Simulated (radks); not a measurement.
Species: H. Configuration: 2s1 (not the ground configuration).

All-electron calculation, Dirac Kohn-Sham, PBEsol, spin-unpolarised, spherical densities, finite nucleus; Gaussian nuclear charge, rms radius 0.8783 fm. Program: a radial shooting solver on a logarithmic mesh with Libxc functionals.

Energy parts (eV):
total: -3.400
kinetic: 3.246
electron-nucleus: -6.653
Hartree: 2.064
exchange-correlation: -2.058

Orbitals (lengths in bohr, moments of r in powers of bohr; r(max) is where P^2 peaks):
| orbital | occ. | eigenvalue (eV) | <1/r> | <r^4> | r(max) |
|---|---|---|---|---|---|
| 2s1/2 | 1 | -1.9415 | 0.2445 | 2691 | 5.258 |

The highest occupied level is 2s1/2 at -1.942 eV. The electron density at the nucleus is 0.03867 e/bohr^3. The density falls to 0.001 e/bohr^3 at r = 1.29 bohr. Summed over all electrons, <r^2> = 40.85 bohr^2, which gives a Langevin (diamagnetic) susceptibility term of -32.4 x 10^-6 cm^3/mol.
